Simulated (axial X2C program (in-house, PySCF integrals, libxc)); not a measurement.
# Which molecule has these constants?

Calculated with an axial X2C code built on PySCF integrals, spin-free (one-electron X2C) or two-component (2c: spin–orbit coupling with atomic mean-field Coulomb and Gaunt terms, which also bring small scalar terms), in Dyall basis sets with cores contracted in-house; open shells are unrestricted.

A two-component PBE0 calculation in a Dyall 3-zeta basis gave Re = 2.047 Å, ωe = 377.5 cm⁻¹, De = 0.40 eV, Ω = 1.

Which molecule is it?
A. GaB⁺
B. LiGa⁺
C. GaF⁺
D. GaC⁺
E. GaO⁺

D. The others have GaF⁺ 1.700 Å and 707.2 cm⁻¹ (Ω = 1/2); LiGa⁺ 3.058 Å and 198.6 cm⁻¹ (Ω = 1/2); GaO⁺ 1.874 Å and 423.9 cm⁻¹ (Ω = 2); GaB⁺ 2.787 Å and 208.4 cm⁻¹ (Ω = 1/2).

Each entry is the lowest single determinant of a limited PBE0 search at one distance. De goes to single-determinant-based atoms at the same level (for ions the charge split of lowest energy) and is withheld (n/a) where an atom does not fit its ground term or J level. Main or longest-lived isotopes. One determinant is a doubtful description, or other states lie close, for GaC⁺, GaO⁺; these need not be ground states, and all values refer to the states named. Some open-shell Ω = 0 determinants are out of reach, so the Ω given for GaC⁺, GaO⁺ need not be the lowest component. With several unpaired electrons the Ω given is that of one determinant, not necessarily of the lowest component. Some light 2c atoms are not at their ground J level, so De misses part of their lowering (0.04 eV or less). The functionals have no current term, which raises determinants with orbital currents. Where the atoms have a lower orbital projection than the molecule, De at mean-field level may be about a tenth of an eV too small.
